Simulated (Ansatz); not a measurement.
Relaxation of CH₅NSSi (9 atoms, charge 0, multiplicity 1), to a largest force component of 0.02 eV/Å in at most 40 steps.

Computed with Ansatz 0.2.0, RHF/6-31G*.

```xyz
9
Properties=species:S:1:pos:R:3:forces:R:3
N 0.044 1.311 -0.524 -0.40 -0.26 -0.02
C -0.049 0.089 0.173 -0.10 -0.80 -0.60
Si 0.051 -1.548 -0.488 -0.16 1.65 0.64
S -0.376 0.283 1.916 0.27 0.12 -0.19
H -0.626 2.000 -0.202 0.35 -0.45 -0.29
H -0.010 1.195 -1.527 0.07 0.20 0.53
H 0.188 -1.735 -1.922 0.03 -0.07 -0.31
H 0.120 -2.686 0.398 0.07 -0.27 0.19
H 0.656 1.091 2.177 -0.13 -0.12 0.06
```

Question: Where does it end, and by what steps?

Answer: The run converged. After 7 steps the energy has fallen by 0.069 eV; H6 moved furthest, 0.15 Å.

| step | energy less start (eV) | largest force component (eV/Å) | accepted |
| --- | --- | --- | --- |
| 0 | 0.0000 | 1.654 | yes |
| 1 | -0.0486 | 0.671 | yes |
| 2 | -0.0653 | 0.187 | yes |
| 3 | -0.0673 | 0.081 | yes |
| 4 | -0.0684 | 0.056 | yes |
| 5 | -0.0685 | 0.051 | yes |
| 6 | -0.0689 | 0.033 | yes |
| 7 | -0.0689 | 0.011 | yes |

```xyz
9
Properties=species:S:1:pos:R:3
N 0.020 1.307 -0.511
C -0.077 0.092 0.173
Si 0.004 -1.506 -0.469
S -0.366 0.283 1.919
H -0.721 1.946 -0.298
H 0.137 1.215 -1.499
H 0.128 -1.713 -1.917
H 0.181 -2.659 0.409
H 0.696 1.035 2.193
```

The run took 14 s on 1 CPU thread of a shared host.
